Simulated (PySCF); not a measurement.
PySCF input (PW6B95/def2-TZVPD):

```python
from pyscf import gto, scf, dft

mol = gto.M(
    atom='''
    Si    0.39538432   -0.15858904    0.00186846
    O     0.52764660    1.36735556    0.00686924
    O    -0.99138382   -1.02312004   -0.00862222
    H    -1.82548265   -0.53363761   -0.01213457
    ''',
    basis='def2-tzvpd',
    charge=0,
    spin=1,
    verbose=4,
)

mf = dft.UKS(mol, xc='pw6b95').density_fit(auxbasis='def2-universal-jkfit')
mf.grids.level = 3
mf.conv_tol = 1e-9
mf.max_cycle = 100
mf.max_memory = 1500
mf.kernel()
if not mf.converged:
    mf = mf.newton()
    mf.kernel(mf.make_rdm1())
for _ in range(2):
    mo, _, stable, _ = mf.stability(return_status=True)
    if stable:
        break
    mf.kernel(mf.make_rdm1(mo, mf.mo_occ))
mf.analyze()
```

End of the output:

```
Extra cycle  E= -441.056504408222  delta_E= -1.31e-11  |g|= 6.1e-06  |ddm|= 8.79e-06
converged SCF energy = -441.056504408222  <S^2> = 0.75458373  2S+1 = 2.0045785
uhf_internal: lowest eigs of H = [0.16834392 0.17185461 0.27150556]
<class 'pyscf.df.df_jk.DFUKS'> wavefunction is stable in the internal stability analysis
**** SCF Summaries ****
Total Energy =                        -441.056504408221713
Nuclear Repulsion Energy =              95.985140799281240
One-electron Energy =                 -800.288213850015836
Two-electron Energy =                  263.246568642512898
Two-electron Coulomb Energy =          302.206316585735124
DFT Exchange-Correlation Energy =      -38.959747943222212
HOMO-LUMO gap [eV] =                     3.667592430908568
**** MO energy ****
                             alpha | beta                alpha | beta
MO #1   energy= -66.4923231604558  | -66.4892717544515  occ= 1 | 1
MO #2   energy= -19.3512008555441  | -19.3487272337233  occ= 1 | 1
MO #3   energy= -19.2838586936432  | -19.2764979642712  occ= 1 | 1
MO #4   energy= -5.41499474170892  | -5.41088599079677  occ= 1 | 1
MO #5   energy= -3.75081554786944  | -3.74814832556664  occ= 1 | 1
MO #6   energy= -3.74896880538651  | -3.74341515810513  occ= 1 | 1
MO #7   energy= -3.74523370410271  | -3.74112546356912  occ= 1 | 1
MO #8   energy= -1.08832271893176  | -1.08191575461742  occ= 1 | 1
MO #9   energy= -0.977706378152192 | -0.956316337577938 occ= 1 | 1
MO #10  energy= -0.615790522537694 | -0.602478487135159 occ= 1 | 1
MO #11  energy= -0.469183317595032 | -0.46217102424674  occ= 1 | 1
MO #12  energy= -0.424613913891707 | -0.420381960609089 occ= 1 | 1
MO #13  energy= -0.423667015602185 | -0.3895557022593   occ= 1 | 1
MO #14  energy= -0.349233108095352 | -0.339556399830385 occ= 1 | 1
MO #15  energy= -0.345206717101142 | -0.331657242466328 occ= 1 | 1
MO #16  energy= -0.28886635132136  | -0.154084814349559 occ= 1 | 0
MO #17  energy= -0.0535347487171729 | -0.0287624801689766 occ= 0 | 0
MO #18  energy= -0.0133245864678588 | -0.00458792050367338 occ= 0 | 0
MO #19  energy= 0.0255039287452839 | 0.0353764669499255 occ= 0 | 0
MO #20  energy= 0.0333940096205058 | 0.0452184657862535 occ= 0 | 0
MO #21  energy= 0.0559519853183386 | 0.0636910210401872 occ= 0 | 0
MO #22  energy= 0.0642129122909593 | 0.0695386294630585 occ= 0 | 0
MO #23  energy= 0.0770523771483635 | 0.0864530468923095 occ= 0 | 0
MO #24  energy= 0.0955891197424262 | 0.0994057451402599 occ= 0 | 0
MO #25  energy= 0.0997755502535469 | 0.10455709025438   occ= 0 | 0
MO #26  energy= 0.109560945695457  | 0.111600112450306  occ= 0 | 0
MO #27  energy= 0.117276181016042  | 0.122542638069412  occ= 0 | 0
MO #28  energy= 0.127314890285292  | 0.133078509013129  occ= 0 | 0
MO #29  energy= 0.167953054927773  | 0.17137606353074   occ= 0 | 0
MO #30  energy= 0.174484981747277  | 0.181486845833573  occ= 0 | 0
MO #31  energy= 0.190904477999721  | 0.199146685599169  occ= 0 | 0
MO #32  energy= 0.193939300877245  | 0.203475704042972  occ= 0 | 0
MO #33  energy= 0.219922514372345  | 0.227095572715182  occ= 0 | 0
MO #34  energy= 0.244038314995887  | 0.246635687051803  occ= 0 | 0
MO #35  energy= 0.251244401495078  | 0.260894380765916  occ= 0 | 0
MO #36  energy= 0.260994952049322  | 0.266990023288238  occ= 0 | 0
MO #37  energy= 0.273322863765633  | 0.286078343139659  occ= 0 | 0
MO #38  energy= 0.284692365743346  | 0.295674178971304  occ= 0 | 0
MO #39  energy= 0.315757319827593  | 0.325986809837524  occ= 0 | 0
MO #40  energy= 0.325789938670979  | 0.330410460640707  occ= 0 | 0
MO #41  energy= 0.35374240877142   | 0.359350022206668  occ= 0 | 0
MO #42  energy= 0.367895599365779  | 0.380081903861608  occ= 0 | 0
MO #43  energy= 0.393977942728659  | 0.405050879907118  occ= 0 | 0
MO #44  energy= 0.402335047014256  | 0.409325203318669  occ= 0 | 0
MO #45  energy= 0.446247612085085  | 0.452436611323826  occ= 0 | 0
MO #46  energy= 0.453373885689974  | 0.459893059685255  occ= 0 | 0
MO #47  energy= 0.465393795315823  | 0.472684322056097  occ= 0 | 0
MO #48  energy= 0.484122336566743  | 0.48561153491879   occ= 0 | 0
MO #49  energy= 0.531569777709558  | 0.53800520473298   occ= 0 | 0
MO #50  energy= 0.535224809394051  | 0.539166575621802  occ= 0 | 0
MO #51  energy= 0.565469606136857  | 0.572235950085277  occ= 0 | 0
MO #52  energy= 0.577626424968474  | 0.583215221881298  occ= 0 | 0
MO #53  energy= 0.586561636046155  | 0.593670668048014  occ= 0 | 0
MO #54  energy= 0.632077491987879  | 0.641882796474108  occ= 0 | 0
MO #55  energy= 0.655080267238391  | 0.663220040547665  occ= 0 | 0
MO #56  energy= 0.681605967416183  | 0.689954771784441  occ= 0 | 0
MO #57  energy= 0.738119015962542  | 0.741437603958963  occ= 0 | 0
MO #58  energy= 0.758244421247964  | 0.76591993486122   occ= 0 | 0
MO #59  energy= 0.792653719792636  | 0.797332930020257  occ= 0 | 0
MO #60  energy= 0.810013003826763  | 0.813493721198637  occ= 0 | 0
MO #61  energy= 0.851528585053047  | 0.858625391314766  occ= 0 | 0
MO #62  energy= 0.878454365008848  | 0.884636556649072  occ= 0 | 0
MO #63  energy= 0.901450001405945  | 0.910355806750327  occ= 0 | 0
MO #64  energy= 0.952132312351772  | 0.957983345479889  occ= 0 | 0
MO #65  energy= 1.00607064424042   | 1.02071665631019   occ= 0 | 0
MO #66  energy= 1.01566292315783   | 1.02621478269866   occ= 0 | 0
MO #67  energy= 1.04166015562524   | 1.05041176885094   occ= 0 | 0
MO #68  energy= 1.04905208407955   | 1.05567541316938   occ= 0 | 0
MO #69  energy= 1.09452020060042   | 1.12760490367734   occ= 0 | 0
MO #70  energy= 1.11606056533973   | 1.13343691017036   occ= 0 | 0
MO #71  energy= 1.13217914734363   | 1.1583416559383    occ= 0 | 0
MO #72  energy= 1.1703057084575    | 1.18381101141439   occ= 0 | 0
MO #73  energy= 1.1745887718154    | 1.19209000721483   occ= 0 | 0
MO #74  energy= 1.28823006823011   | 1.30621147014864   occ= 0 | 0
MO #75  energy= 1.29324431401013   | 1.30639150000962   occ= 0 | 0
MO #76  energy= 1.3743314257697    | 1.39824431774269   occ= 0 | 0
MO #77  energy= 1.4539869326005    | 1.46672773182242   occ= 0 | 0
MO #78  energy= 1.48441247942839   | 1.50163749007391   occ= 0 | 0
MO #79  energy= 1.58946573056096   | 1.59295855452181   occ= 0 | 0
MO #80  energy= 1.59293246454009   | 1.61191693205905   occ= 0 | 0
MO #81  energy= 1.7581565171507    | 1.7651059348158    occ= 0 | 0
MO #82  energy= 1.78038839605871   | 1.78828666315728   occ= 0 | 0
MO #83  energy= 1.7889207552492    | 1.79415005873791   occ= 0 | 0
MO #84  energy= 1.84704820354766   | 1.86276605664698   occ= 0 | 0
MO #85  energy= 1.93538507618772   | 1.9464840433831    occ= 0 | 0
MO #86  energy= 1.95942820793811   | 1.96726422537888   occ= 0 | 0
MO #87  energy= 2.0861140145708    | 2.09223723575861   occ= 0 | 0
MO #88  energy= 2.13185345102715   | 2.13758360280759   occ= 0 | 0
MO #89  energy= 2.19994747182912   | 2.21170021815195   occ= 0 | 0
MO #90  energy= 2.21050009968682   | 2.21988884851912   occ= 0 | 0
MO #91  energy= 2.34851222268751   | 2.36121609776129   occ= 0 | 0
MO #92  energy= 2.41345043617059   | 2.41828987519499   occ= 0 | 0
MO #93  energy= 2.58802062901029   | 2.59494577255257   occ= 0 | 0
MO #94  energy= 2.78185302577842   | 2.78386095754023   occ= 0 | 0
MO #95  energy= 2.80459348495067   | 2.81121560992128   occ= 0 | 0
MO #96  energy= 2.83452203718974   | 2.83970937907351   occ= 0 | 0
MO #97  energy= 3.00684134492851   | 3.00992393031244   occ= 0 | 0
MO #98  energy= 3.02545616673475   | 3.03635938115034   occ= 0 | 0
MO #99  energy= 3.09458172051298   | 3.10896043335772   occ= 0 | 0
MO #100 energy= 3.47155249506578   | 3.47970488110317   occ= 0 | 0
MO #101 energy= 3.73272322784301   | 3.74408841111298   occ= 0 | 0
MO #102 energy= 3.86835790059973   | 3.8721473573348    occ= 0 | 0
MO #103 energy= 5.08449465359962   | 5.08627487631987   occ= 0 | 0
MO #104 energy= 5.12247513918745   | 5.12413249745209   occ= 0 | 0
[...]
```

It need not be the lowest isomer of its formula.
